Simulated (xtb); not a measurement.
BeH₂, SMILES [BeH2]. All values are semi-empirical tight-binding results from xtb (GFN2-xTB unless named), good for trends rather than for accurate numbers. The structure is a stationary point at GFN2-xTB. The isomer is the one that the SMILES or the coordinates give; other isomers of the formula were not compared.

Optimised geometry:

```xyz
3

Be     0.0000     0.0000     0.0000
H      0.0000     0.0000    -1.2794
H      0.0000     0.0000     1.2794
```

For metal compounds this method's bond lengths and energies can be far off.

```json
{
 "point_group_as_xtb_finds_it": "D∞h",
 "orbital_gap": "6.06 eV",
 "zero_point_energy": "7.1 kcal/mol",
 "G − E(el) at 298.15 K (modified RRHO)": "-3.2 kcal/mol"
}
```

Computed IR lines (harmonic; lines under 4 % of the strongest left out, lines within 3 cm⁻¹ merged):
ν (cm⁻¹): 459 (vs), 2116 (m) (against the strongest line: vs over 80 %, s over 45 %, m over 15 %, w over 4 %, vw less)

Computed atomic charges:
charges (e) Be1 0.48, H2 -0.24, H3 -0.24.
